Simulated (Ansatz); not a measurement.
Ansatz (a first-principles code) input file for NbO3, SMILES [O]=[Nb](=[O])=[O] (connectivity only; charge and spin as stated), neutral, multiplicity 2, PBE-D3(BJ)/def2-TZVP. 

Ansatz 0.2 input:
```yaml
crystal:
  periodic: [false, false, false]
  atoms:
    - {symbol: Nb, position_ang: [-0.03448982, 0.21464965, 0.00000000]}
    - {symbol: O, position_ang: [-0.82053930, -0.38616692, 1.40044149]}
    - {symbol: O, position_ang: [-0.82053928, -0.38616692, -1.40044150]}
    - {symbol: O, position_ang: [1.81783892, -0.32774561, 0.00000001]}
basis:
  gaussian:
    orbitals: def2-TZVP
hamiltonian:
  xc: pbe
  dispersion: d3bj
magnetization: {spin_polarized: true, initial_magnetization: 1}
relax: {f_tol: 0.002, max_steps: 200}
```

Output:

```
WARN ansatz: RAYON_NUM_THREADS=1 ignored (pool sized by the plan → 1); use --threads N
Functional definition: PBE
integrals: 0.04 GiB planned
771 factors; their error is unknown
mean field: 0.45 GiB planned
mean field evaluation 1: about -7669.3873 eV, gradient 7.8e1 eV
mean field evaluation 2: about -7279.6298 eV, gradient 2.6e2 eV
mean field evaluation 4: about -7660.7915 eV, gradient 8.4e1 eV
mean field evaluation 8: about -7690.1545 eV, gradient 1.5e0 eV
mean field evaluation 16: about -7690.1614 eV, gradient 2.7e-2 eV
mean field evaluation 32: about -7690.0110 eV, gradient 1.4e0 eV
mean field evaluation 64: about -7690.0657 eV, gradient 7.0e-1 eV
mean field -7690.16140621 eV, -282.6082190995 hartree, gradient 1.8e-5 eV, S^2 0.757584; 9 other end points of the search recorded, 0 dependent functions left out
the calculation of the forces begins
reference -7690.16147510 eV, -282.6082216312 hartree; 19, 18 occupied and 114, 115 virtual orbitals, 771 factors
relax step   1: F+E_penalty+E_count = -7690.23027087 eV  Δ(F+E_penalty+E_count) = +0.000e0 eV  max|allowed force component| = 2.169e0 eV/Å  Δτ_max = 0.0000 Å  (318 SCF iters, accepted)
these checks for a lower state are left out or cut short: starts, cluster_reference, orbital_swaps, neighbouring_geometries, increment
integrals: 0.04 GiB planned
771 factors; their error is unknown
mean field: 0.45 GiB planned
mean field evaluation 96: about -7690.2651 eV, gradient 4.9e-5 eV
mean field -7690.26514211 eV, -282.6120313237 hartree, gradient 2.5e-5 eV, S^2 0.760665; 0 other end points of the search recorded, 0 dependent functions left out
the calculation of the forces begins
reference -7690.26521225 eV, -282.6120339013 hartree; 19, 18 occupied and 114, 115 virtual orbitals, 771 factors
relax step   2: F+E_penalty+E_count = -7690.33423507 eV  Δ(F+E_penalty+E_count) = -1.040e-1 eV  max|allowed force component| = 1.364e0 eV/Å  Δτ_max = 0.0590 Å  (56 SCF iters, accepted)
these checks for a lower state are left out or cut short: starts, cluster_reference, orbital_swaps, neighbouring_geometries, increment
integrals: 0.04 GiB planned
771 factors; their error is unknown
mean field: 0.45 GiB planned
mean field -7690.33380347 eV, -282.6145545821 hartree, gradient 1.8e-5 eV, S^2 0.763597; 0 other end points of the search recorded, 0 dependent functions left out
the calculation of the forces begins
reference -7690.33387402 eV, -282.6145571745 hartree; 19, 18 occupied and 114, 115 virtual orbitals, 771 factors
relax step   3: F+E_penalty+E_count = -7690.40343569 eV  Δ(F+E_penalty+E_count) = -6.920e-2 eV  max|allowed force component| = 6.796e-1 eV/Å  Δτ_max = 0.0824 Å  (53 SCF iters, accepted)
these checks for a lower state are left out or cut short: starts, cluster_reference, orbital_swaps, neighbouring_geometries, increment
integrals: 0.04 GiB planned
771 factors; their error is unknown
mean field: 0.45 GiB planned
mean field -7690.35140121 eV, -282.6152012871 hartree, gradient 2.7e-5 eV, S^2 0.762349; 0 other end points of the search recorded, 0 dependent functions left out
the calculation of the forces begins
reference -7690.35147134 eV, -282.6152038643 hartree; 19, 18 occupied and 114, 115 virtual orbitals, 771 factors
relax step   4: F+E_penalty+E_count = -7690.42080043 eV  Δ(F+E_penalty+E_count) = -1.736e-2 eV  max|allowed force component| = 6.347e-1 eV/Å  Δτ_max = 0.0612 Å  (49 SCF iters, accepted)
these checks for a lower state are left out or cut short: starts, cluster_reference, orbital_swaps, neighbouring_geometries, increment
integrals: 0.04 GiB planned
771 factors; their error is unknown
mean field: 0.45 GiB planned
mean field evaluation 128: about -7690.3601 eV, gradient 2.9e-5 eV
mean field -7690.36005531 eV, -282.6155193194 hartree, gradient 2.2e-5 eV, S^2 0.763026; 0 other end points of the search recorded, 0 dependent functions left out
the calculation of the forces begins
reference -7690.36012569 eV, -282.6155219056 hartree; 19, 18 occupied and 114, 115 virtual orbitals, 771 factors
relax step   5: F+E_penalty+E_count = -7690.42955623 eV  Δ(F+E_penalty+E_count) = -8.756e-3 eV  max|allowed force component| = 4.772e-2 eV/Å  Δτ_max = 0.0258 Å  (43 SCF iters, accepted)
these checks for a lower state are left out or cut short: starts, cluster_reference, orbital_swaps, neighbouring_geometries, increment
integrals: 0.04 GiB planned
771 factors; their error is unknown
mean field: 0.45 GiB planned
mean field -7690.36035257 eV, -282.6155302436 hartree, gradient 1.4e-5 eV, S^2 0.763082; 0 other end points of the search recorded, 0 dependent functions left out
the calculation of the forces begins
reference -7690.36042295 eV, -282.6155328298 hartree; 19, 18 occupied and 114, 115 virtual orbitals, 771 factors
relax step   6: F+E_penalty+E_count = -7690.42983731 eV  Δ(F+E_penalty+E_count) = -2.811e-4 eV  max|allowed force component| = 1.503e-2 eV/Å  Δτ_max = 0.0067 Å  (41 SCF iters, accepted)
these checks for a lower state are left out or cut short: starts, cluster_reference, orbital_swaps, neighbouring_geometries, increment
integrals: 0.04 GiB planned
771 factors; their error is unknown
mean field: 0.45 GiB planned
mean field -7690.36036920 eV, -282.6155308545 hartree, gradient 1.8e-5 eV, S^2 0.763066; 0 other end points of the search recorded, 0 dependent functions left out
the calculation of the forces begins
reference -7690.36043956 eV, -282.6155334405 hartree; 19, 18 occupied and 114, 115 virtual orbitals, 771 factors
relax step   7: F+E_penalty+E_count = -7690.42984853 eV  Δ(F+E_penalty+E_count) = -1.122e-5 eV  max|allowed force component| = 5.427e-3 eV/Å  Δτ_max = 0.0014 Å  (37 SCF iters, accepted)
these checks for a lower state are left out or cut short: starts, cluster_reference, orbital_swaps, neighbouring_geometries, increment
integrals: 0.04 GiB planned
771 factors; their error is unknown
mean field: 0.45 GiB planned
mean field -7690.36036678 eV, -282.6155307658 hartree, gradient 1.3e-5 eV, S^2 0.763073; 0 other end points of the search recorded, 0 dependent functions left out
the calculation of the forces begins
reference -7690.36043716 eV, -282.6155333520 hartree; 19, 18 occupied and 114, 115 virtual orbitals, 771 factors
relax step   8: F+E_penalty+E_count = -7690.42984981 eV  Δ(F+E_penalty+E_count) = -1.282e-6 eV  max|allowed force component| = 7.955e-4 eV/Å  Δτ_max = 0.0005 Å  (35 SCF iters, accepted)
integrals: 0.04 GiB planned
771 factors; their error is unknown
mean field: 0.45 GiB planned
mean field evaluation 160: about -7671.3112 eV, gradient 7.4e1 eV
mean field evaluation 192: about -7690.0797 eV, gradient 4.7e-3 eV
mean field evaluation 224: about -7690.1117 eV, gradient 6.9e-1 eV
mean field -7690.36036678 eV, -282.6155307658 hartree, gradient 1.3e-5 eV, S^2 0.763073; 10 other end points of the search recorded, 0 dependent functions left out
the calculation of the forces begins
reference -7690.36043716 eV, -282.6155333520 hartree; 19, 18 occupied and 114, 115 virtual orbitals, 771 factors
Total energy: -7690.42992018 eV, -282.6180868062 hartree
Atom 0 at     0.017985     0.295010    -0.000000 Å, force    -0.000602    -0.000213    -0.000000 eV/Å
Atom 1 at    -0.785055    -0.421644     1.432372 Å, force    -0.000097     0.000145     0.000135 eV/Å
Atom 2 at    -0.785055    -0.421644    -1.432372 Å, force    -0.000097     0.000145    -0.000135 eV/Å
Atom 3 at     1.694395    -0.337152     0.000000 Å, force     0.000796    -0.000078    -0.000000 eV/Å
Dipole moment:    -0.039429     1.156999     0.000000 e Å
```

The calculation finished and met its thresholds.

Cost: about 70 core-seconds (a rough figure).
